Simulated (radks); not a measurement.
Problem. Method: non-relativistic Kohn-Sham, LDA (Slater exchange, Perdew-Wang correlation), spin-unpolarised, spherical densities, point nucleus; computed with a radial shooting solver on a logarithmic mesh with Libxc functionals. Response by self-consistent Sternheimer equations with the Hartree and adiabatic LDA kernel. For heavy and open-shell atoms this level of theory can miss by tens of per cent. Rank Xe2+, Rh, Ar2+, Sr3+, Ca, In2+ (NIST ground configurations) by static dipole polarisability, largest first.

Solution. Ca 148.6, Rh 61.43, In2+ 14.15, Xe2+ 13.28, Ar2+ 4.860, Sr3+ 4.591 bohr^3.
